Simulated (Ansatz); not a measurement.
A nudged elastic band was laid between two geometries of C2H9AlOSi (14 atoms, charge 0, multiplicity 1).

Level of theory: Ansatz 0.2.0, RKS CAM-B3LYP-D4/STO-3G.

| Quantity | Value |
| --- | --- |
| movable images | 5 |
| climbing image | yes |
| spring | 5.0 eV/Å² |
| optimiser | quadratic models (default) |
| start path | through a guess of the saddle point |
| force threshold | 0.03 eV/Å |
| iteration limit | 60 |
| end points | relaxed |

Initial state:

```xyz
14
Properties=species:S:1:pos:R:3
C -1.612 0.968 0.734
Al -0.039 0.042 0.190
Si 1.558 -0.597 1.702
C 0.214 -0.356 -1.680
O -0.940 0.132 -2.447
H -2.190 0.394 1.465
H -1.372 1.924 1.212
H -2.273 1.183 -0.110
H 2.680 -1.281 1.112
H 1.039 -1.488 2.710
H 2.113 0.523 2.420
H 0.354 -1.448 -1.827
H 1.156 0.103 -2.047
H -0.700 -0.127 -3.407
```

Final state:

```xyz
14
Properties=species:S:1:pos:R:3
C -1.602 0.890 0.595
Al 0.029 0.020 0.123
Si 1.583 -0.538 1.709
C 0.311 -0.422 -1.738
O -0.444 0.374 -2.728
H -2.223 0.254 1.234
H -1.422 1.810 1.160
H -2.209 1.162 -0.273
H 2.749 -1.189 1.170
H 1.051 -1.435 2.703
H 2.067 0.610 2.434
H 0.137 -1.507 -1.908
H 1.371 -0.265 -2.009
H -1.412 0.206 -2.442
```

Problem. What changes between the two ends?

Solution. No bond is made or broken. The dihedral H12–C4–O5–H14 goes from -58 to 68°.

Problem. Give the energies along the band, and the barrier.

Solution. It converged. The highest image is number 2 of 0 to 6, 0.133 eV above the first end and 0.077 eV above the last; the last end lies 0.056 eV above the first. A vibrational analysis at the climbing image gives one clearly imaginary mode, 360i cm⁻¹: a first-order saddle point. Limits of this set-up: minimal basis.

```tsv
image	path coordinate (Å)	energy (eV)	dihedral H12–C4–O5–H14 (°)
0	0.00	0.000	-58
1	0.44	0.053	-31
2	0.89	0.133	9
3	1.26	0.094	42
4	1.64	0.063	63
5	2.01	0.057	68
6	2.39	0.056	68
```

Problem. What is the geometry of the highest image?

Solution. 
```xyz
14
Properties=species:S:1:pos:R:3
C -1.597 0.969 0.692
Al -0.001 0.071 0.164
Si 1.551 -0.607 1.707
C 0.299 -0.276 -1.713
O -0.729 0.339 -2.591
H -2.192 0.369 1.388
H -1.380 1.912 1.204
H -2.236 1.205 -0.164
H 2.688 -1.275 1.129
H 1.000 -1.529 2.668
H 2.085 0.487 2.479
H 0.391 -1.361 -1.904
H 1.280 0.144 -2.016
H -1.172 -0.478 -3.016
```

Problem. What are the harmonic wavenumbers there?

Solution. 360i, 8i, 37, 51, 109, 154, 183, 307, 520, 539, 573, 690, 727, 836, 856, 885, 1087, 1144, 1169, 1173, 1277, 1418, 1512, 1559, 1684, 1726, 1732, 2679, 2724, 2728, 3271, 3335, 3383, 3495, 3513, 3779 cm⁻¹.

The band took 7 iterations and of the order of 70 core-seconds.

Run time: 73 s on 1 CPU thread of a shared host.
